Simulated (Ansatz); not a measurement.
Gas-phase electronic energies from Ansatz, PBE0-D4/def2-TZVP geometries. CCSD(T)/CBS adds triple-zeta CCSD(T) − MP2 to the extrapolated MP2 energy (def2 sets, frozen cores). This one scheme is used for every species. Functionals use def2-TZVPP. For Sc outer-core shells are correlated without core-valence functions, which leaves a few kJ/mol of doubt a bond. Scalar relativity is left out up to krypton. One conformer a species, not always the lowest.

`[OH][Sc]([OH])[Cl]` + CH₃OH → `C[O][Sc]([OH])[Cl]` + H₂O  (ligand exchange at the Sc–O bond)

```
             level  ΔE (kcal/mol)
            PBE-D4           -2.6
         r2SCAN-D4           -2.4
      CAM-B3LYP-D4           -1.9
              BLYP           -2.0
            r2SCAN           -2.2
RPA@PBE/def2-TZVPP           -2.4
  CCSD(T)/def2-SVP           -3.7
     HF/def2-QZVPP           -0.9
```

(1) What does CCSD(T)/CBS give? (Best estimate.)

(2) What do rigid-rotor, harmonic-oscillator terms from PBE0-D4/def2-TZVP frequencies (298.15 K, 1 bar) make of the CCSD(T)/CBS value? (Estimate.)

Largest T1 diagnostic among the species: 0.015.

Results:

(1) Ansatz gave: -2.9 kcal/mol. The listed levels differ from it by 0.3, 0.5, 1.0, 0.9, 0.7, 0.5, -0.8, 2.0 kcal/mol.

(2) Ansatz gave: ΔZPE = -0.7 kcal/mol, ΔH = -2.9 kcal/mol, ΔS = 7 J/(mol·K), ΔG = -3.3 kcal/mol. Modes under 50 cm⁻¹ make the entropy rough.

In def2-TZVPP, CCSD(T) changes the Hartree–Fock value by −1.8 kcal/mol (the triples alone add −0.4 kcal/mol) and MP2 by −2.0 kcal/mol. At CCSD(T), def2-SVP lies −0.8 kcal/mol from the extrapolated value and def2-TZVPP +0.4 kcal/mol.
